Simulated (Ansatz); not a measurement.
One change: `[GeH3][CH2]CBr` becomes `CCCBr`.

Ansatz, PBE0-D4/def2-TZVP geometries, multiplicity 1. Each molecule was computed in one conformer, which needn't be the lowest.

Scalar relativity is left out up to krypton.

| property | `[GeH3][CH2]CBr` |
| --- | --- |
| LUMO energy (ωB97M-V/def2-TZVPP) / eV | 1.70 |
| LUMO energy (PBE0/def2-TZVPP) / eV | -0.20 |
| size of the dipole moment (ωB97M-V/def2-TZVPP) / D | 1.77 |
| HOMO–LUMO gap (ωB97M-V/def2-TZVPP) / eV | 11.75 |
| size of the dipole moment (B3LYP/def2-TZVPP) / D | 1.74 |
| HOMO energy (ωB97M-V/def2-TZVPP) / eV | -10.05 |

(1) Give the same properties after the change, and the shifts. (An estimate is asked.)

## Answers

(1) Computed: 
```
                                          property  `CCCBr`  shift
             LUMO energy (ωB97M-V/def2-TZVPP) / eV     2.18   0.48
                LUMO energy (PBE0/def2-TZVPP) / eV     0.21   0.41
size of the dipole moment (ωB97M-V/def2-TZVPP) / D     2.14   0.37
           HOMO–LUMO gap (ωB97M-V/def2-TZVPP) / eV    12.24   0.49
  size of the dipole moment (B3LYP/def2-TZVPP) / D     2.14   0.40
             HOMO energy (ωB97M-V/def2-TZVPP) / eV   -10.06  -0.01
```

Dipoles are sizes alone; their direction can turn.

B3LYP here is the variant with VWN-RPA as its local correlation; programs differ in this.

Spin–orbit coupling is left out; it splits and shifts lone-pair levels of the heavy atoms by tenths of an eV.
